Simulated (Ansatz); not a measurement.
Reaction (formal hydrolysis of the Al–O bond): `C[O][Al]([F])[O]C` + H₂O → `C[O][Al]([OH])[F]` + CH₃OH

Computed with Ansatz on PBE0-D4/def2-TZVP structures; ΔE is electronic, products minus reactants. CBS: MP2 limit from def2 TZ/QZ plus the TZ coupled-cluster correction, frozen cores. This one scheme is used for every species. DFT in def2-TZVPP. One conformer a species, not always the lowest.

```json
{"level": "revPBE-D4", "ΔE (kcal/mol)": "-2.2"}
{"level": "MP2/def2-TZVPP", "ΔE (kcal/mol)": "-2.1"}
```

Problem. What does CCSD(T)/CBS give? (Best estimate.)

Solution. The calculation gave: -1.8 kcal/mol. The listed levels differ from it by -0.4, -0.3 kcal/mol.

Largest T1 diagnostic among the species: 0.012.

Leaving LDA and LC-ωPBE aside and taking each functional with its dispersion term where it has one, the values, not all of them listed here, spread over 1.0 kcal/mol, from B2PLYP to BHLYP-D4. LDA lies +0.8 kcal/mol from PBE without D4. The D4 term adds +1.1 kcal/mol with B3LYP and +0.7 kcal/mol with PBE0; it sums over pairs of atoms, weighted by their polarisabilities, and B3LYP, whose exchange is more repulsive, gets the larger term.

B3LYP here is the variant with VWN-RPA as its local correlation; programs differ in this.
